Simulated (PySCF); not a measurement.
**Electron affinity of Ta by level of theory**

Ta⁻ [Xe] 4f14 5d4 6s2 (5D) → Ta [Xe] 4f14 5d3 6s2 (4F), as a difference of total energies. All numbers are calculated (PySCF 2.14, scalar relativity through the core potential, in def2-QZVPPD with the def2 core potential (60 electrons) (7s6p4d3f2g, 84 functions)). Correlated levels: valence: 5s2 5p6 frozen. The calculations carry no spin-orbit coupling.

| method | electron affinity (eV) |
| --- | --- |
| UHF | -0.722 |
| MP2 (valence) | -0.122 |
| SCS-MP2 (valence) | -0.580 |
| CCSD (valence) | -0.010 |
| CCSD(T) (valence) | 0.087 |

The reference lies between the lowest fine-structure levels, while these numbers refer to the centres of the terms.

Errors of the correlated levels include the incompleteness of this basis and the frozen core.

A negative affinity means that the anion lies above the atom at that level of theory.

The coupled-cluster amplitudes are large for Ta⁻ (T1 above 0.03 or a double amplitude above 0.15), so a single reference is strained.

For comparison: 0.329 eV (measured; photodetachment measurements, as compiled on the Wikipedia data page of electron affinities).
